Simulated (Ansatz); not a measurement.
Question: Name a neutral molecule of C, F, S, Si and H with size of the dipole moment (PBE/def2-TZVPP) between 1.70 and 2.00 D and HOMO–LUMO gap (B3LYP/def2-TZVPP) between 6.70 and 7.00 eV (Ansatz, PBE0-D4/def2-TZVP geometry).

Answer: `CSC(F)[SiH3]` (1.79 D, 6.88 eV). Other molecules can fit too; these were computed, each in one conformer that needn't be the lowest.

B3LYP here is the variant with VWN-RPA as its local correlation; programs differ in this.
